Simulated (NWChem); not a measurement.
A series in which one site is exchanged, each optimised at PBE0/def2-SVP with NWChem, gas phase unless a solvent is named. All stand in one matching conformer (torsions within 35°), which need not be the lowest. This build's default masses of Se (78.918 u) and Br (79.917 u) are each other's, which moves their modes by up to 0.6 %. For some, no frequency run checked for a minimum. def2 effective core potentials on I; no spin-orbit coupling.

A: [OH][GaH][OH] (GaH3O2; site = H)
B: [OH][Ga]([I])[OH] (GaH2O2I; site = I)
C: [OH][Ga]([OH])[Cl] (GaH2O2Cl; site = Cl)
D: [Ga]([OH])([OH])[Br] (GaH2O2Br; site = Br)

```tsv
quantity	A	B	C	D
dipole (D), PBE0/def2-SVP	1.75	[?]	1.77	1.66
vertical ionisation energy, ΔSCF, B3LYP/def2-SVP (eV)	10.82	[?]	11.19	10.89
static polarisability, B3LYP/def2-SVPD (bohr³)	37.3	[?]	48.9	57.0
```

Some entries are withheld; supply them.


- dipole (D), PBE0/def2-SVP, B: 1.55
- vertical ionisation energy, ΔSCF, B3LYP/def2-SVP (eV), B: 10.17
- static polarisability, B3LYP/def2-SVPD (bohr³), B: 71.2
